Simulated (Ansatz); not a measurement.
Consider the redistribution: `FC1=C[SiH]1[GaH2]` + `C[SiH](O)O` → `C[SiH](O)[GaH2]` + `O[SiH]1C=C1F`.

Computed with Ansatz on PBE0-D4/def2-TZVP structures; ΔE is electronic, products minus reactants. CCSD(T)/CBS is the MP2 limit (def2-TZVPP, def2-QZVPP) plus CCSD(T) − MP2 in def2-TZVPP, frozen cores. Functionals use def2-TZVPP. For Ga outer-core shells are correlated without core-valence functions, which leaves a few kJ/mol of doubt a bond. Scalar relativity is left out up to krypton. Each species was taken in one conformer, which may not be the lowest.

`FC1=C[SiH]1[GaH2]`:

Z-matrix (Å, degrees):
```
Si
Ga 1 2.408
C 1 1.817 2 120.0
C 1 1.856 2 120.9 3 48.9
H 1 1.493 2 117.4 3 -154.5
H 2 1.571 1 118.3 3 -35.4
H 2 1.572 1 122.1 3 143.8
F 3 1.320 1 152.9 2 -76.3
H 4 1.081 1 152.1 2 79.0
```

`C[SiH](O)O`:

Cartesian coordinates in Å:
```
C 0.925 0.983 0.133
Si -0.542 -0.104 -0.178
O -0.009 -1.264 -1.219
O -1.161 -0.749 1.205
H 1.758 0.407 0.545
H 1.268 1.440 -0.799
H 0.677 1.780 0.836
H -1.696 0.630 -0.753
H -0.657 -1.889 -1.546
H -0.562 -1.234 1.775
```

`C[SiH](O)[GaH2]`:

Cartesian coordinates in Å:
```
C -1.487 -0.664 -0.006
Si -0.023 0.432 0.389
O -0.067 1.851 -0.480
Ga 2.118 -0.505 -0.255
H -1.435 -1.588 0.578
H -2.432 -0.171 0.240
H -1.506 -0.934 -1.064
H -0.094 0.742 1.853
H -0.768 2.474 -0.278
H 2.245 -1.475 -1.493
H 3.449 -0.161 0.515
```

`O[SiH]1C=C1F`:

Z-matrix (Å, degrees):
```
Si
C 1 1.812
C 1 1.788 2 43.6
O 1 1.635 2 125.0 3 107.6
H 1 1.474 2 124.2 3 -106.1
H 2 1.083 1 156.4 3 -179.5
F 3 1.323 1 157.9 2 178.5
H 4 0.959 1 117.3 2 -28.4
```

```csv
level,ΔE (kJ/mol)
PBE0-D4,25.1
CAM-B3LYP-D4,23.4
BLYP,26.4
r2SCANh,27.3
LC-ωPBE,22.3
HF/def2-TZVPP,19.0
SCS-MP2/def2-QZVPP,24.7
CCSD/CBS(def2),24.4
```

(1) What does CCSD(T)/CBS give? (Estimate.)

Largest T1 diagnostic among the species: 0.015.

Answers

(1) Ansatz gave: +26.3 kJ/mol. The listed levels differ from it by -1.2, -2.9, 0.1, 1.0, -4.0, -7.3, -1.6, -1.9 kJ/mol.

At CCSD(T), def2-SVP lies +4.3 kJ/mol from the extrapolated value and def2-TZVPP +0.3 kJ/mol. Leaving LDA and LC-ωPBE aside and taking each functional with its dispersion term where it has one, the values, not all of them listed here, spread over 5.9 kJ/mol, from ωB97X-V to r2SCAN-D4. In def2-TZVPP, CCSD(T) changes the Hartree–Fock value by +7.5 kJ/mol (the triples alone add +1.9 kJ/mol) and MP2 by +7.6 kJ/mol.

CCSD(T)/CBS has its own doubt, a few kJ/mol and more with outer-core shells, so smaller differences from it don't rank the levels.
